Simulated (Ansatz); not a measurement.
`[AlH2][BH][GeH3]` + H₂O → `O[BH][GeH3]` + `[AlH3]` at 500 K and 1 bar (formal hydrolysis of a B–Al bond).

Isolated molecules relaxed with PBE0-D4/def2-TZVP in Ansatz; ΔE leaves out vibrations. CCSD(T)/CBS is the MP2 limit (def2-TZVPP, def2-QZVPP) plus CCSD(T) − MP2 in def2-TZVPP, frozen cores. This one scheme is used for every species. For Ge outer-core shells are correlated without core-valence functions, which leaves a few kJ/mol of doubt a bond. Scalar relativity is left out up to krypton. Each species was taken in one conformer, which may not be the lowest.

```json
{"species": "`[AlH2][BH][GeH3]`", "CCSD(T)/CBS energy (Eh)": "-2346.45558", "H − E (kJ/mol)": "170.3", "S (J/(mol·K))": "413.7"}
{"species": "H₂O", "CCSD(T)/CBS energy (Eh)": "-76.37941", "H − E (kJ/mol)": "73.2", "S (J/(mol·K))": "206.3"}
{"species": "`O[BH][GeH3]`", "CCSD(T)/CBS energy (Eh)": "-2179.11235", "H − E (kJ/mol)": "168.7", "S (J/(mol·K))": "358.9"}
{"species": "`[AlH3]`", "CCSD(T)/CBS energy (Eh)": "-243.78045", "H − E (kJ/mol)": "68.7", "S (J/(mol·K))": "232.2"}
```

H − E and S are ideal-gas, rigid-rotor, harmonic terms from PBE0-D4/def2-TZVP, for one conformer and one mirror image of each species. 1 Eh = 2625.50 kJ/mol, R = 8.31446 J/(mol·K).

By hand: ΔE, ΔH, ΔS and ΔG.

ΔE = (-2179.11235) + (-243.78045) − (-2346.45558) − (-76.37941) = -0.05781 Eh = -151.8 kJ/mol. Δ(H − E) = 168.7 + 68.7 − 170.3 − 73.2 = -6.1, so ΔH = -157.9 kJ/mol. ΔS = 358.9 + 232.2 − 413.7 − 206.3 = -28.9 J/(mol·K). ΔG = -157.9 − 500 × (-28.9)/1000 = -143.5 kJ/mol.

By hand: the equilibrium constant, and the temperature at which ΔG would vanish if ΔH and ΔS stayed fixed.

log₁₀ K = −ΔG/(RT ln 10) = 15.0. ΔG = 0 at ΔH/ΔS = 5464 K, far beyond where these terms or the molecules hold.

ΔH outweighs TΔS. A doubt of 5 kJ/mol in ΔE shifts log₁₀ K by 0.5 here. Other conformers and mirror images would add mixing entropy, several J/(mol·K) or more a flexible species. Modes under 60 cm⁻¹, often nearly free rotors, make the harmonic entropy too high. These are equilibria of isolated gas molecules and say nothing of rates. Largest T1 diagnostic: 0.013 (customary marks: 0.02 for closed shells, 0.045 for open ones).
